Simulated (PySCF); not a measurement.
PySCF job for TiF2I2, SMILES [F][Ti]([F])([I])[I], multiplicity 1, PBE-D3(BJ)/def2-SVP. Coordinates come from a PBE-D3(BJ)/def2-SVP optimisation. The multiplicity is an assumed one; no other spin state was optimised. The structure was generated by enumeration; whether it is a known compound was not checked. The def2 effective core potentials stand for the cores of I; spin–orbit coupling is left out.

```python
import numpy as np
from pyscf import gto, scf, dft, df
from pyscf.hessian import thermo

mol = gto.M(
    atom='''
    Ti    0.00000000   -0.00000000    0.95864961
    F     0.00000000    1.41469296    1.96393619
    F     0.00000000   -1.41469296    1.96393618
    I     2.08616410    0.00000000   -0.53246361
    I    -2.08616410    0.00000000   -0.53246361
    ''',
    basis='def2-SVP',
    ecp={'I': 'def2-svp'},
    charge=0,
    spin=0,
    max_memory=1600,
    verbose=3,
)
mf = dft.RKS(mol, xc='pbe').density_fit(auxbasis='def2-universal-jkfit')
mf.disp = 'd3bj'
mf.grids.level = 3
mf.conv_tol = 1e-11
mf.max_cycle = 100
mf.kernel()

# [left out here: the lines that compute and print the analytic Hessian (its translational invariance restored by hand, since the grid's response is missing), thermochemistry and intensities]
```

Log of the run:

```
converged SCF energy = -1644.14810583643

WARN: DFTD3 does not support analytical Hessian, using finite difference


WARN: Mole.unit (angstrom) is changed to Bohr

Mode                                 0                   1                   2
Irrep
Freq [cm^-1]                       62.2077            127.0585            132.4352
Reduced mass [au]                  75.2971             26.1691             20.0992
Force const [Dyne/A]                0.1717              0.2489              0.2077
Char temp [K]                      89.5030            182.8090            190.5448
Normal mode                   x     y     z       x     y     z       x     y     z
       0  Ti                 0.00  0.00  0.05    0.00  0.09  0.00   -0.00  0.00 -0.00
       1   F                 0.00  0.00  0.05    0.00  0.01  0.12   -0.16 -0.00  0.00
       2   F                 0.00 -0.00  0.05   -0.00  0.01 -0.12    0.16  0.00 -0.00
       3   I                -0.05 -0.00 -0.02   -0.00 -0.02  0.00   -0.00 -0.02  0.00
       4   I                 0.05 -0.00 -0.02    0.00 -0.02  0.00   -0.00  0.02 -0.00
Mode                                 3                   4                   5
Irrep
Freq [cm^-1]                      140.0319            170.4964            266.3351
Reduced mass [au]                  24.4806             24.2444             35.9908
Force const [Dyne/A]                0.2828              0.4152              1.5042
Char temp [K]                     201.4748            245.3064            383.1969
Normal mode                   x     y     z       x     y     z       x     y     z
       0  Ti                -0.00  0.00 -0.00    0.00 -0.00 -0.01    0.00  0.00 -0.10
       1   F                 0.14  0.00  0.00   -0.00  0.08 -0.12   -0.00 -0.09  0.01
       2   F                 0.14  0.00 -0.00    0.00 -0.08 -0.12   -0.00  0.09  0.01
       3   I                -0.02  0.00  0.02   -0.02  0.00  0.02   -0.02 -0.00  0.02
       4   I                -0.02 -0.00 -0.02    0.02  0.00  0.02    0.02 -0.00  0.02
Mode                                 6                   7                   8
Irrep
Freq [cm^-1]                      344.5460            762.6952            806.5782
Reduced mass [au]                  49.0966             22.2763             24.3681
Force const [Dyne/A]                3.4340              7.6347              9.3404
Char temp [K]                     495.7250           1097.3486           1160.4865
Normal mode                   x     y     z       x     y     z       x     y     z
       0  Ti                -0.13 -0.00 -0.00    0.00 -0.00  0.07   -0.00  0.09  0.00
       1   F                 0.03  0.00 -0.00   -0.00 -0.11 -0.09   -0.00 -0.11 -0.07
       2   F                 0.03 -0.00 -0.00   -0.00  0.11 -0.09    0.00 -0.11  0.07
       3   I                 0.02  0.00 -0.01    0.00  0.00 -0.00    0.00 -0.00 -0.00
       4   I                 0.02 -0.00  0.01   -0.00  0.00 -0.00   -0.00 -0.00 -0.00
temperature 298.1500 [K]
pressure 101325.00 [Pa]
Rotational constants [GHz] 1.49556 0.42805 0.36984
Symmetry number 2
Zero-point energy (ZPE) 0.00641 [Eh]   16821.794 [J/mol]
                           tot       elec      trans        rot        vib
Entropy [J/mol/K]       386.363      0.000    181.431    126.388     78.545
Cv [J/mol/K]             84.719      0.000     12.472     12.472     59.776
Cp [J/mol/K]             93.034      0.000     20.786     12.472     59.776
Internal energy [J/mol]                      3718.434   3718.434  28465.990
Internal energy [Eh]   -1644.13443  -1644.14811
Enthalpy [J/mol]                             6197.391   3718.434  28465.990
Enthalpy [Eh]          -1644.13349
Gibbs free energy [J/mol]                  -47896.147 -33964.233   5047.926
Gibbs free energy [Eh] -1644.17736
mode   freq/cm-1   IR/(km/mol)
   1       62.21         0.003
   2      127.06         1.244
   3      132.44         0.000
   4      140.03         0.003
   5      170.50         0.398
   6      266.34        13.526
   7      344.55        89.817
   8      762.70       151.965
   9      806.58       111.734
max |gradient| / (hartree/bohr): 0.00029880649178997765
APT charges: [ 1.7866 -0.528  -0.528  -0.3653 -0.3653]
```

Self-consistency was reached.
